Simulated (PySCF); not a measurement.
3,3-difluorocyclobutene (C4H4F2), SMILES FC1(F)C=CC1. Heavy atoms are numbered as in [F:1][C:2]1([F:3])[CH:4]=[CH:5][CH2:6]1. Hydrogens are named by the atom that carries them.

Coordinates come from a B3LYP-D3(BJ)/def2-SVP optimisation.

These are PySCF with KT2/pcSseg-1 values and carry that method's errors.

GIAO shieldings, no solvent; atoms alike by connectivity are averaged. δ = σ(ref) − σ: ¹⁹F against CFCl3 (σ = 127.1 ppm); ¹³C against TMS (σ = 185.1 ppm); ¹H against TMS (σ = 31.47 ppm), references at their B3LYP-D3(BJ)/def2-TZVP geometries, non-relativistic.

```tsv
atoms	nucleus	count	δ (ppm)
F1	¹⁹F	2	-145.4
C5 (CH)	¹³C	1	143.8
C4 (CH)	¹³C	1	137.8
C2	¹³C	1	?
C6 (CH2)	¹³C	1	?
H on C5	¹H	1	?
H on C4	¹H	1	?
H on C6	¹H	2	3.46
```

Problem. Fill in the missing entries. (The exact figures need the calculation; the answer reports its results.)

Solution. 
- C2, δ (ppm): 126.8
- C6 (CH2), δ (ppm): 53.7
- H on C5, δ (ppm): 7.00
- H on C4, δ (ppm): 6.51
